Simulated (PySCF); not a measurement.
**Correlation energy of Si²⁺ (silicon, charge +2)**

[Ne] 3s2, closed-shell 1S. Computed with PySCF 2.14 in def2-SVP (4s3p1d, 18 functions), with the non-relativistic Hamiltonian (point nucleus). Frozen: [Ne]; 2 electrons correlated.

Total MP2 correlation energy: -29.34 mhartree.

Same-spin part 0.00 and opposite-spin part -29.34 mhartree; SCS-MP2 scales them by 1/3 and 6/5 to -35.20 mhartree.

With two correlated electrons CCSD is exact within the correlated space (frozen core and kept virtual orbitals).

| level | correlation energy (mhartree) |
| --- | --- |
| CCSD | -43.61 |

Diagnostics: T1 = 0.0060, D1 = 0.0084, largest double amplitude 0.117.

Cost of the coupled-cluster step: 0.05 s of wall time on 1 thread of Neoverse-V1 (shared host), for 2 correlated electrons.
